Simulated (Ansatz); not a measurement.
Basis-set series for FH3O2Si (`O[SiH](O)F`). The species carries charge 0 and has multiplicity 1. The structure was optimised at the PBE0-D4/def2-TZVP level. It is one conformer, not always the lowest.

| functional | basis | functions | energy (Eh) | HOMO (eV) | LUMO (eV) |
| --- | --- | --- | --- | --- | --- |
| PBE0-D4 | def2-SVP | 75 | -541.07641 | -9.38 | 1.33 |
| PBE0-D4 | def2-TZVPP | 177 | -541.51564 | -9.62 | 0.70 |
| ωB97M-V | def2-SVP | 75 | -541.36093 | -11.75 | 3.00 |
| ωB97M-V | def2-TZVPP | 177 | -541.80665 | -12.02 | 2.15 |

(1) Give the rows for def2-QZVPP. (An estimate is asked.)

## Answers

(1) Ansatz gave: 
```csv
functional,basis,functions,energy (Eh),HOMO (eV),LUMO (eV)
PBE0-D4,def2-QZVPP,331,-541.54112,-9.68,0.32
ωB97M-V,def2-QZVPP,331,-541.83060,-12.08,1.55
```

Positive LUMOs are unbound and depend on the basis.
